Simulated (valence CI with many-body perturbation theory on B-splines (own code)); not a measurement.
## Pr⁴⁶⁺: electric-dipole lines

Method: relativistic CI+MBPT: three valence electrons over a frozen Dirac-Fock core [Ne], a basis of 11 s, 11 p, 9 d, 7 f, 5 g, 2 h, 1 i functions for each j, with the one-electron correlation potential Σ1 (screened to all orders), the two-electron term Σ2, the three-electron term Σ3, Breit, model QED; selected single and double excitations, second order for the rest (own B-spline code, finite nucleus).

The last digits are not significant, and no measured levels were compared; by estimate large intervals hold to a few tenths of a per cent, small ones and those within an open d or f shell to about a per cent.

Lines 201 to 250 of 276 in falling wavelength, among levels below 5987.9 × 10³ cm⁻¹, chosen from the strongest by gf and those to the six lowest levels. Wavelengths and rates use the calculated energies. Electric multipoles are in the length gauge, E1 and E2 with the static RPA response of the core. Weak lines are less certain than strong ones. Lines between different terms over intervals too small for the method are left out, as are lines whose strength nearly cancels. The highest levels of a list are the least certain.

Levels are named by their leading jj configuration (3d3/2^4 stands for four electrons in 3d with j = 3/2), which in mixed levels can hold well under half, so a name can repeat and another be missing. Letters in brackets count levels of one name in rising energy.

```tsv
λ vac (nm)	Upper	Lower	A (s⁻¹)	S (a.u.)
4.141	(3s 3p3/2 3d5/2) J=3/2 [a]	(3s 3p1/2 3p3/2) J=1/2	1.21e+11	1.70e-02
4.140	(3s 3d3/2 3d5/2) J=1/2	(3s 3p1/2 3d5/2) J=3/2	5.83e+11	4.09e-02
4.106	(3s 3d3/2 3d5/2) J=3/2 [a]	(3s 3p1/2 3d5/2) J=5/2 [a]	3.45e+11	4.71e-02
4.083	(3s 3d3/2^2) J=5/2	(3s 3p1/2 3d3/2) J=5/2	3.64e+11	7.34e-02
4.069	(3s 3p3/2 3d3/2) J=5/2 [b]	(3s 3p1/2 3p3/2) J=3/2 [b]	2.19e+11	4.37e-02
4.068	(3s 3d3/2^2) J=3/2	(3s 3p1/2 3d3/2) J=3/2 [a]	3.67e+11	4.88e-02
4.049	(3s 3p3/2 3d3/2) J=3/2 [b]	(3s 3p1/2 3p3/2) J=5/2	1.08e+08	1.41e-05
4.044	(3s 3d3/2 3d5/2) J=5/2 [a]	(3s 3p1/2 3d3/2) J=3/2 [b]	4.67e+10	9.14e-03
4.036	(3s 3p3/2 3d3/2) J=1/2 [b]	(3s 3p1/2 3p3/2) J=3/2 [b]	1.07e+09	6.91e-05
4.032	(3s 3p3/2 3d5/2) J=3/2 [a]	(3s 3p1/2 3p3/2) J=3/2 [b]	1.21e+11	1.56e-02
3.934	(3s 3p3/2 3d5/2) J=5/2 [a]	(3s 3p1/2 3p3/2) J=5/2	1.83e+10	3.30e-03
3.885	(3s 3p3/2 3d3/2) J=3/2 [b]	(3s 3p1/2 3p3/2) J=3/2 [a]	4.80e+08	5.55e-05
3.853	(3s 3p3/2 3d3/2) J=5/2 [b]	(3s 3p1/2 3p3/2) J=5/2	2.51e+10	4.25e-03
3.822	(3s 3p1/2 3d5/2) J=3/2	(3s 3p1/2^2) J=1/2	1.28e+11	1.41e-02
3.821	(3s 3p3/2 3d5/2) J=7/2 [a]	(3s 3p1/2 3p3/2) J=5/2	6.85e+10	1.51e-02
3.820	(3s 3p3/2 3d5/2) J=3/2 [a]	(3s 3p1/2 3p3/2) J=5/2	9.70e+06	1.07e-06
3.779	(3s 3p3/2 3d5/2) J=5/2 [a]	(3s 3p1/2 3p3/2) J=3/2 [a]	1.24e+09	1.98e-04
3.776	(3s 3d3/2 3d5/2) J=5/2 [a]	(3s 3p1/2 3d3/2) J=5/2	4.28e+10	6.82e-03
3.770	(3s 3p3/2 3d5/2) J=1/2	(3s 3p1/2 3p3/2) J=3/2 [b]	3.13e+10	1.66e-03
3.705	(3s 3p3/2 3d3/2) J=5/2 [b]	(3s 3p1/2 3p3/2) J=3/2 [a]	1.16e+08	1.75e-05
3.693	(3s 3p3/2 3d5/2) J=3/2 [b]	(3s 3p1/2 3p3/2) J=3/2 [b]	9.65e+07	9.60e-06
3.678	(3s 3p3/2 3d3/2) J=1/2 [b]	(3s 3p1/2 3p3/2) J=3/2 [a]	8.34e+07	4.10e-06
3.674	(3s 3p3/2 3d5/2) J=7/2 [b]	(3s 3p1/2 3p3/2) J=5/2	2.69e+08	5.26e-05
3.674	(3s 3p3/2 3d5/2) J=3/2 [a]	(3s 3p1/2 3p3/2) J=3/2 [a]	1.33e+10	1.30e-03
3.671	(3s 3p3/2 3d5/2) J=5/2 [b]	(3s 3p1/2 3p3/2) J=3/2 [b]	1.05e+10	1.54e-03
3.515	(3s 3p3/2 3d5/2) J=3/2 [b]	(3s 3p1/2 3p3/2) J=5/2	8.99e+09	7.70e-04
3.494	(3s 3p3/2 3d5/2) J=5/2 [b]	(3s 3p1/2 3p3/2) J=5/2	9.80e+09	1.24e-03
3.456	(3s 3p3/2 3d5/2) J=1/2	(3s 3p1/2 3p3/2) J=3/2 [a]	7.88e+08	3.21e-05
3.391	(3s 3p3/2 3d5/2) J=3/2 [b]	(3s 3p1/2 3p3/2) J=3/2 [a]	1.27e+09	9.74e-05
3.372	(3s 3p3/2 3d5/2) J=5/2 [b]	(3s 3p1/2 3p3/2) J=3/2 [a]	5.99e+09	6.80e-04
3.281	(3p1/2 3p3/2^2) J=3/2	(3s 3p1/2^2) J=1/2	4.72e+09	3.29e-04
3.225	(3s 3p3/2^2) J=1/2	(3s^2 3p1/2) J=1/2	4.59e+09	1.52e-04
3.204	(3p1/2 3p3/2^2) J=1/2	(3s 3p1/2^2) J=1/2	3.16e+09	1.03e-04
3.197	(3p3/2^3) J=3/2	(3s 3p1/2 3p3/2) J=3/2 [b]	7.52e+05	4.85e-08
3.182	(3s 3p3/2^2) J=3/2	(3s^2 3p1/2) J=1/2	1.22e+08	7.77e-06
3.088	(3p1/2^2 3d3/2) J=3/2	(3s^2 3p3/2) J=3/2	9.21e+07	5.35e-06
3.086	(3s 3p3/2 3d3/2) J=3/2 [a]	(3s 3p1/2^2) J=1/2	1.00e+09	5.83e-05
3.078	(3s 3p3/2 3d3/2) J=1/2 [a]	(3s 3p1/2^2) J=1/2	4.22e+08	1.22e-05
3.062	(3p3/2^3) J=3/2	(3s 3p1/2 3p3/2) J=5/2	1.84e+09	1.04e-04
2.968	(3p3/2^3) J=3/2	(3s 3p1/2 3p3/2) J=3/2 [a]	3.70e+05	1.91e-08
2.929	(3s 3p3/2 3d3/2) J=3/2 [b]	(3s 3p1/2^2) J=1/2	3.42e+08	1.70e-05
2.826	(3p1/2^2 3d5/2) J=5/2	(3s^2 3p3/2) J=3/2	2.77e+07	1.85e-06
2.809	(3s 3p3/2 3d3/2) J=1/2 [b]	(3s 3p1/2^2) J=1/2	3.38e+08	7.39e-06
2.807	(3s 3p3/2 3d5/2) J=3/2 [a]	(3s 3p1/2^2) J=1/2	5.84e+08	2.55e-05
2.678	(3s 3p3/2 3d5/2) J=1/2	(3s 3p1/2^2) J=1/2	2.68e+09	5.09e-05
2.639	(3s 3p3/2 3d5/2) J=3/2 [b]	(3s 3p1/2^2) J=1/2	6.70e+08	2.43e-05
2.444	(3p1/2 3p3/2 3d3/2) J=5/2 [a]	(3s^2 3p3/2) J=3/2	1.26e+06	5.46e-08
2.415	(3p1/2 3p3/2 3d3/2) J=3/2 [a]	(3s^2 3p3/2) J=3/2	9.33e+06	2.60e-07
2.405	(3p1/2 3p3/2 3d3/2) J=1/2 [a]	(3s^2 3p3/2) J=3/2	3.16e+06	4.34e-08
2.375	(3p3/2^3) J=3/2	(3s 3p1/2^2) J=1/2	6.10e+07	1.61e-06
```
